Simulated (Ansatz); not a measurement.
A set of 12 reactions (ligand exchange), with CCSD(T)/CBS values in kJ/mol:

| reaction | ΔE |
| --- | --- |
| `C=C1C[SiH]1[SiH3]` + `O[SiH](O)Br` → `O[SiH](Br)O[SiH3]` + `C=C1C[SiH2]1` | -93.8 |
| `[OH][GeH]([OH])[GeH3]` + H–F → `[OH][GeH]([OH])[F]` + GeH₄ | -55.5 |
| `F[CH2][SnH2][SiH3]` + `[NH2][AlH][OH]` → `[OH][AlH][NH][SiH3]` + `F[CH2][SnH3]` | -19.7 |
| `[SiH3][S][GaH][SiH3]` + `O[Si]1(Cl)CO1` → `[SiH3]O[Si]1(Cl)CO1` + `[SiH3][GaH][SH]` | -41.9 |
| `[F][Ge]([F])([SiH3])[Cl]` + H–F → `[F][Ge]([F])([F])[SiH3]` + HCl | 8.7 |
| `FC[S][SnH3]` + `CCS` → `CC[S][SnH3]` + `FCS` | 0.7 |
| `CN(C)[Si]F` + `[SiH3]N[SiH3]` → `F[Si]N([SiH3])[SiH3]` + `CNC` | 7.6 |
| `CS[SiH2][SiH3]` + CH₃OH → `CO[SiH2]SC` + SiH₄ | -102.0 |
| `N[SiH2][SiH2]F` + NH₃ → `N[SiH2][SiH2]N` + H–F | 80.1 |
| `N[SiH2]C=O` + CH₃NH₂ → `CN[SiH2]C=O` + NH₃ | -4.0 |
| `O[SiH2]F` + `C[NH][GeH3]` → `C[N]([GeH3])[SiH2]F` + H₂O | 23.9 |
| `[SiH3]NBS` + `O[SiH3]` → `[SiH3]O[SiH3]` + `NBS` | -60.4 |

Program: Ansatz. Geometries: PBE0-D4/def2-TZVP. ΔE: electronic, gas phase. CCSD(T)/CBS adds triple-zeta CCSD(T) − MP2 to the extrapolated MP2 energy (def2 sets, frozen cores). This one scheme is used for every species. Functionals use def2-TZVPP. B3LYP here is the variant with VWN-RPA as its local correlation; programs differ in this. Elements past krypton have def2 core potentials. For Br, Ga, Ge, Sn outer-core shells are correlated without core-valence functions, which leaves a few kJ/mol of doubt a bond. Scalar relativity is left out up to krypton. Each species was taken in one conformer, which may not be the lowest.

Task: Give the mean, mean absolute and largest difference (level minus CCSD(T)/CBS, kJ/mol) for: PBE-D4, r2SCAN-D4, PBE0-D4, ωB97M-V, B2PLYP, PBE, B3LYP, HF/def2-TZVPP, MP2/def2-TZVPP, SCS-MP2/def2-TZVPP, CCSD(T)/def2-TZVPP, HF/def2-QZVPP, MP2/def2-QZVPP, MP2/CBS(def2). (Best estimate.)

Result: Computed: 
```
             level  mean  mean absolute  largest
            PBE-D4   7.1            7.6     28.4
         r2SCAN-D4   1.4            4.1    -10.4
           PBE0-D4   4.9            5.5     19.2
           ωB97M-V  -1.7            3.4     -9.6
            B2PLYP  -1.3            5.7    -12.4
               PBE   8.1            8.6     29.0
             B3LYP   0.7            6.5     16.5
     HF/def2-TZVPP  -7.9           16.7    -35.3
    MP2/def2-TZVPP  -2.3            2.9     -9.1
SCS-MP2/def2-TZVPP  -4.2            5.8    -13.3
CCSD(T)/def2-TZVPP  -1.7            2.3     -6.8
     HF/def2-QZVPP  -8.9           17.9    -37.4
    MP2/def2-QZVPP  -1.7            2.6     -8.5
     MP2/CBS(def2)  -0.6            2.6     -7.2
```

The largest T1 diagnostic in the set is 0.014, for `N[SiH2]C=O` (customary mark 0.02).

CCSD(T)/CBS is a level of theory with its own doubt, and the functionals carry their triple-zeta basis error, so these figures describe this set and don't rank the functionals.
